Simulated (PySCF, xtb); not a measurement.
C3H5NOSi, SMILES O[Si@H]1C=CN=C1. Other conformers were not sampled.

Harmonic wavenumbers (cm⁻¹) from GFN2-xTB (xtb) at its own minimum, in rising order: 129, 158, 263, 338, 403, 476, 550, 628, 631, 747, 760, 802, 805, 838, 908, 919, 990, 1126, 1222, 1286, 1544, 1635, 2362, 3051, 3068, 3114, 3658.

Problem. What does PBE-D3(BJ)/def2-SVP (PySCF 2.14.0) give at its own minimum? (An estimate is asked for; the answer gives what the named calculation found.)

Solution. 123, 162, 277, 368, 406, 481, 594, 654, 712, 733, 769, 813, 848, 861, 892, 920, 966, 1098, 1245, 1283, 1517, 1581, 2188, 3050, 3096, 3158, 3759. Paired by order, the mean absolute difference is 31 cm⁻¹ and the zero-point energies are 46.3 and 46.5 kcal/mol.
